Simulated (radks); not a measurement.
Values are calculated unless marked as measured or tabulated.
Neutral calcium, 20 electrons, occupied as [Ar] 4s1 5f1 (not the ground configuration).

Code: a radial shooting solver on a logarithmic mesh with Libxc functionals. Model: non-relativistic Kohn-Sham, PBE, spin-polarised, spherical densities, point nucleus; open shells are filled with parallel spins first.

Energy parts (hartree):
part                       energy
total                  -677.15137
kinetic                 676.49044
electron-nucleus      -1599.35019
Hartree                 281.37890
exchange-correlation    -35.67052

Orbitals (lengths in bohr, moments of r in powers of bohr):
orbital  occ.  eigenvalue (hartree)    <1/r>      <r>
1s up       1             -144.5592    19.54  0.07737
1s down     1             -144.5582    19.54  0.07737
2s up       1             -15.30038    4.007   0.3667
2s down     1             -15.29924    4.007   0.3667
2p up       3             -12.49972    3.935   0.3286
2p down     3             -12.49864    3.935   0.3286
3s up       1              -1.92209    1.201    1.162
3s down     1              -1.91780    1.202    1.160
3p up       3              -1.23714    1.076    1.270
3p down     3              -1.23163    1.079    1.266
4s up       1              -0.29570   0.3593    3.608
5f up       1              -0.01483  0.04770    27.43

The highest occupied level is 5f up at -0.404 eV. The spin density at the nucleus is 2.539 e/bohr^3 (1s 0.027, 2s 0.003, 3s -0.043, 4s 2.552), a Fermi contact field of 133 T. Summed over all electrons, <r^2> = 884.5 bohr^2, which gives a Langevin (diamagnetic) susceptibility term of -701 x 10^-6 cm^3/mol.
